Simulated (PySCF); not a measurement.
Continuum solvent and chemical shifts

Numbering as in the mapped SMILES `[SiH3:1][CH2:2][c:3]1[cH:4][cH:5][cH:6][cH:7][c:8]1[SH:9]`. Each H is labelled by its parent atom.

GIAO PBE0/pcSseg-1 in PySCF 2.14 on one PBE0-D3(BJ)/def2-SVP conformer, non-relativistic, equivalent nuclei averaged. Solvents enter as an IEF-PCM continuum (chloroform with ε = 4.7, acetone with ε = 20.5) around the gas-phase geometry. Shifts are referred to TMS, CS2 computed in the same medium.

In chloroform, δ in ppm: Si1 -64.6, C3 141.5, C8 140.2, C4 135.2, C7 134.0, C6 132.2, C5 131.4, C2 18.2, S9 -22.5, H(C4) 7.32, H(C7) 7.27, H(C5) 7.25, H(C6) 7.22, H(S9) 4.15. Dipole moment 1.27 D.

Task: How does each δ change in the more polar medium?

Result: 
| atoms | environment | Δδ, acetone |
| --- | --- | --- |
| Si1 | silicon bonded to C, 3 H | +0.3 |
| C3 | substituted aromatic carbon | +0.6 |
| C8 | aromatic carbon bearing sulfur | +0.1 |
| C4 | aromatic CH | +0.4 |
| C7 | aromatic CH | +0.5 |
| C6 | aromatic CH | +0.4 |
| C5 | aromatic CH | +0.4 |
| C2 | sp3 CH2 bonded to Si, on an aromatic ring | +0.2 |
| S9 | thiol sulfur | -4.8 |
| H(C4) | hydrogen on an aromatic CH | +0.08 |
| H(C7) | hydrogen on an aromatic CH | +0.11 |
| H(C5) | hydrogen on an aromatic CH | +0.06 |
| H(C6) | hydrogen on an aromatic CH | +0.07 |
| H(S9) | hydrogen on a thiol sulfur | +0.24 |

Changes are relative to chloroform. The dipole moment becomes 1.34 D in acetone.

Task: Which nuclei move most (in ppm), and what does the model miss?

Result: S9 (thiol sulfur, -4.8 ppm) in acetone. A continuum only polarises the solute; specific hydrogen bonds, the anisotropy of aromatic solvents and changes of geometry or conformer are outside it.
